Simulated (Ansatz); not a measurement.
C2H8BNSi can be A, `C=CB(N)[SiH3]`, or B, `C=NBC[SiH3]`.

Isolated molecules relaxed with PBE0-D4/def2-TZVP in Ansatz; ΔE leaves out vibrations. CCSD(T)/CBS is the MP2 limit (def2-TZVPP, def2-QZVPP) plus CCSD(T) − MP2 in def2-TZVPP, frozen cores. Functionals use def2-TZVPP. B3LYP here is the variant with VWN-RPA as its local correlation; programs differ in this. Each species was taken in one conformer, which may not be the lowest.

(1) Which is lower in electronic energy at CCSD(T)/CBS, and by how much? (Best estimate.)

(2) Give E(B) − E(A) in kcal/mol with B3LYP-D4, MP2/def2-TZVPP, B2PLYP, r2SCAN-D4, ωB97M-V, CCSD/def2-TZVPP, PBE0-D4. (An estimate is asked.)

Largest T1 diagnostic: 0.014.

Results:

(1) The calculation gave: A, by 7.7 kcal/mol.

(2) The calculation gave: B3LYP-D4 5.4, MP2/def2-TZVPP 6.4, B2PLYP 5.5, r2SCAN-D4 4.9, ωB97M-V 5.8, CCSD/def2-TZVPP 7.2, PBE0-D4 6.4. None reverses the order clearly.

From PBE to PBE0 (25 % exact exchange), in def2-TZVPP and without D4, E(B) − E(A) moves by +1.2 kcal/mol.
